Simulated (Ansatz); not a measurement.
`BN(C)[SiH2]Cl` + `COC#N` → `BCOC#N` + `CN[SiH2]Cl`  (formal exchange of groups at a B–N bond)

Computed with Ansatz on PBE0-D4/def2-TZVP structures; ΔE is electronic, products minus reactants. CCSD(T)/CBS is the MP2 limit (def2-TZVPP, def2-QZVPP) plus CCSD(T) − MP2 in def2-TZVPP, frozen cores. Functionals use def2-TZVPP. One conformer a species, not always the lowest.

```json
{"level": "PBE", "ΔE (kJ/mol)": "129.9"}
{"level": "MP2/def2-QZVPP", "ΔE (kJ/mol)": "141.0"}
```

Problem. What does CCSD(T)/CBS give? (An estimate is asked.)

Solution. The calculation gave: +136.8 kJ/mol. The listed levels differ from it by -6.9, 4.2 kJ/mol.

Largest T1 diagnostic among the species: 0.014.

At CCSD(T), def2-SVP lies +15.9 kJ/mol from the extrapolated value and def2-TZVPP +3.0 kJ/mol. Leaving LDA and LC-ωPBE aside and taking each functional with its dispersion term where it has one, the values, not all of them listed here, spread over 4.7 kJ/mol, from ωB97X-V to BLYP-D4. LDA lies +8.7 kJ/mol from PBE without D4. In def2-TZVPP, CCSD(T) changes the Hartree–Fock value by +15.8 kJ/mol (the triples alone add +3.4 kJ/mol) and MP2 by +18.8 kJ/mol.
